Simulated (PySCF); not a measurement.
Structure problem from calculated spectra and properties.

Elements present: B, C, F, H and O. Monoisotopic mass: 142.0777 u.

* Rotational structure: rotational constants A, B, C: 1.694, 1.515, 1.037 GHz [PBE0-D3(BJ)/def2-SVP]
* Dipole: 6.09 D [PBE0/6-31G]
* NMR, other nuclei: isotropic shieldings of nuclei other than C and H, by class: 113 (1 B), 277 (1 O), 345 (3 F) ppm [GIAO PBE0/6-31G]
* 1H NMR: chemical shifts (computed TMS as zero) by class: 3.99 (4 H), 1.41 (6 H) ppm [GIAO PBE0/6-31G]
* 13C NMR: chemical shifts (computed TMS as zero) by class: 63.7 (2 C), 13.7 (2 C) ppm [GIAO PBE0/6-31G]

Gas-phase values; electronic properties from PySCF, density fitting. Levels stand in brackets. Isolated species at its PBE0-D3(BJ)/def2-SVP geometry (one conformer only). NMR values are class means; diastereotopic atoms form classes of their own.

Question: Which formula fits the mass and the elements?

Answer: C4H10BF3O (calculated 142.0777). No other formula that holds each of these elements comes within 0.0003 u with a fitting electron parity and a possible valence count.

Question: Give a SMILES that accounts for the data.

Answer: Numbering: `[CH3:1][CH2:2][O+:3]([CH2:4][CH3:5])[B-:6]([F:7])([F:8])[F:9]`. 4 carbons fall into 2 classes; from least to most shielded: sp3 carbon bound to oxygen [C2/C4] (63.7 ppm, 2 C), methyl carbon [C1/C5] (13.7 ppm, 2 C, up to 2.3 ppm apart in this geometry). Hydrogen classes from least to most shielded: 4 H on 2 like atoms (sp3 carbon bound to oxygen), C2/C4 (3.99 ppm, a mean of values up to 1.2 ppm apart in this geometry), 6 H on 2 methyl carbons, C1/C5 (1.41 ppm, a mean of values up to 1.3 ppm apart in this geometry). The other shieldings belong to: 113 ppm, four-coordinate boron [B6]; 277 ppm, oxygen bonded to B and 2 C [O3]; 345 ppm, boron-bound fluorine [F7/F8/F9]. The optimised geometry has point group C1 and is an asymmetric top. Structure: BF3OEt2, `CC[O+](CC)[B-](F)(F)F`. The assignments are read from this structure; whether some other isomer fits the data as well wasn't checked.

Conformer computed: `[CH3:1][CH2:2][O+:3]([CH2:4][CH3:5])[B-:6]([F:7])([F:8])[F:9]`: C1–C2–O3–C4 97°, C2–O3–C4–C5 83°, C2–O3–B6–F7 -64°.
